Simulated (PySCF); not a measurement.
PySCF 2.14 output of an unrestricted MN15 calculation on a single atom or ion in x2c-TZVPPall (11s7p7d4f2g, 113 functions), with the spin-free X2C one-electron Hamiltonian (Gaussian nucleus):

```
SCF conv_tol = 1e-09
number electrons alpha = 35  beta = 32
    H. S. Yu, X. He, S. L. Li, and D. G. Truhlar.,  Chem. Sci. 7, 5032-5051 (2016)
    H. S. Yu, X. He, S. L. Li, and D. G. Truhlar.,  Chem. Sci. 7, 5032-5051 (2016)
cycle= 1 E= -13575.8083025799  delta_E= -0.114  |g|= 0.841  |ddm|= 0.622
cycle= 2 E= -13575.6891764913  delta_E= 0.119  |g|= 1.56  |ddm|= 0.599
cycle= 3 E= -13575.8593634811  delta_E= -0.17  |g|= 0.0258  |ddm|= 0.371
cycle= 4 E= -13575.8595722353  delta_E= -0.000209  |g|= 0.013  |ddm|= 0.0423
cycle= 5 E= -13575.8597158662  delta_E= -0.000144  |g|= 0.0039  |ddm|= 0.0347
cycle= 6 E= -13575.8597417178  delta_E= -2.59e-05  |g|= 0.00393  |ddm|= 0.00677
cycle= 7 E= -13575.8587683817  delta_E= 0.000973  |g|= 0.0111  |ddm|= 0.442
cycle= 8 E= -13575.8588765031  delta_E= -0.000108  |g|= 0.0159  |ddm|= 0.139
cycle= 9 E= -13575.858816597  delta_E= 5.99e-05  |g|= 0.0159  |ddm|= 0.0362
cycle= 10 E= -13575.8588465072  delta_E= -2.99e-05  |g|= 0.0117  |ddm|= 0.012
cycle= 11 E= -13575.8588139754  delta_E= 3.25e-05  |g|= 0.00293  |ddm|= 0.152
cycle= 12 E= -13575.858814393  delta_E= -4.18e-07  |g|= 0.00087  |ddm|= 0.0121
cycle= 13 E= -13575.8588136319  delta_E= 7.61e-07  |g|= 0.000288  |ddm|= 0.0126
cycle= 14 E= -13575.8588136672  delta_E= -3.54e-08  |g|= 3.12e-05  |ddm|= 0.000589
cycle= 15 E= -13575.8588136677  delta_E= -4.98e-10  |g|= 2.01e-05  |ddm|= 0.00012
converged SCF energy = -13575.8588136677  <S^2> = 3.7515567  2S+1 = 4.0007783
```

The run itself started from symmetry-adapted Hartree-Fock orbitals and held the occupation by maximum overlap, on a logarithmic radial grid, so the iterations belong to that start.

Question: Which element, charge and spin multiplicity is this?

Answer: Tm²⁺ (thulium, charge +2), multiplicity 4; the state was [Xe] 4f12 5d1, one real determinant (an excited configuration).

⟨L²⟩ = 29.90 against 56 for a pure K term, so this real determinant mixes terms. Spin-orbit coupling, absent here, splits the open shell strongly.
